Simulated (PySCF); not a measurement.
B+: ionisation energy

B+ [He] 2s2 (1S) → B(2+) [He] 2s1 (2S), as a difference of total energies. Computed with PySCF 2.14 in x2c-TZVPPall with one added diffuse shell each of s, p, d type (6s4p3d1f, 40 functions), with scalar relativity by spin-free X2C-1e. Correlated levels: valence: 1s2 frozen. The calculations carry no spin-orbit coupling.

```tsv
method	ionisation energy (eV)
UHF	23.447
MP2 (valence)	24.415
SCS-MP2 (valence)	24.608
CCSD (valence)	25.067
```

Errors of the correlated levels include the incompleteness of this basis and the frozen core.

With two correlated electrons CCSD is exact in that space.

The coupled-cluster amplitudes are large for B+ (T1 above 0.03 or a double amplitude above 0.15), so a single reference is strained.

Question: Which method comes closest to the reference value, and which is furthest?

Answer: The reference is 25.155 eV (measured; NIST Atomic Spectra Database, ionization energies). Closest: CCSD (valence) (error -0.088 eV); furthest: UHF (error -1.708 eV).
